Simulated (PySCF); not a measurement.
**Spin states of YSe**

Unrestricted PBE0; Y x2c-TZVPPall, Se x2c-TZVPPall; spin-free X2C with a Gaussian nucleus (PySCF 2.14). Outer shells of the fragments: Y 4d1 5s2; Se 3d10 4s2 4p4.

Followed along the bond (rough minima from three points):

```
2Ms+1       unpaired  ⟨S²⟩ at the start  R at minimum (Å)  Te (eV)
    2            σ ↑               0.75              2.40     0.00
    2            δ ↑               0.76              2.44     1.04
    2            π ↑               0.77              2.44     1.36
    2            π ↑               0.76              2.63     1.65
    4  σ ↑, π ↑, δ ↑               3.75  none in the scan   ≤ 2.01
```

Solutions found at the starting distance of 2.580 Å, counted from the lowest of them; the search is not exhaustive and high or unbound solutions are not listed, so other states can lie among these:

```csv
2Ms+1,unpaired,term,E (eV),⟨S²⟩,⟨Lz²⟩,μ (D)
2,σ ↑,²Σ⁺,0.00,0.75,0.00,-7.25
2,δ ↑,²Δ,0.91,0.76,4.00,-9.64
2,π ↑,²Π,1.24,0.77,1.01,-7.25
2,π ↑,²Π,1.40,0.76,1.03,-2.17
4,"σ ↑, π ↑, δ ↑",mixed,1.75,3.75,5.00,-3.75
4,"σ ↑, π ↑, δ ↑",mixed,1.75,3.75,5.02,-3.79
2,"σ ↑, π ↓, δ ↑",mixed,1.78,1.76,5.02,-3.78
4,"σ ↑, π ↑↑",mixed,2.06,3.75,2.02,-2.23
4,"σ ↑, π ↑↑",mixed,2.17,3.75,2.06,-2.23
4,"σ ↑↑, δ ↑",⁴Δ,2.39,3.76,4.01,-3.72
4,"σ ↑↑, π ↑",⁴Π,2.42,3.75,1.06,0.20
4,"π ↑↑, δ ↑",mixed,3.19,3.76,5.81,-3.35
4,"π ↑↑, δ ↑",mixed,3.24,3.76,5.66,-2.90
6,"σ ↑, π ↑↑↑, δ ↑",mixed,6.00,8.75,4.71,3.13
```

A term symbol is given only where ⟨S²⟩ and ⟨Lz²⟩ are close to those of a pure state; real π, δ and φ orbitals otherwise mix terms. A positive dipole means Y(−)Se(+).

Compare the gap between the two lowest followed solutions at the starting distance with the gap between their minima.

At PBE0 the second solution (doublet, unpaired electrons δ ↑) lies +0.91 eV from the first (doublet, unpaired electrons σ ↑) at 2.580 Å and +1.04 eV at the minima; the two curves relax by different amounts, since their minima lie near 2.44 and 2.40 Å.

Spin–orbit coupling is left out. Counting both spins, an empty level lies below a filled one in some of these solutions, because spin and occupation are held. The state is the lowest single determinant that the PBE0 search found; with open d or f shells the true ground state can be another one.
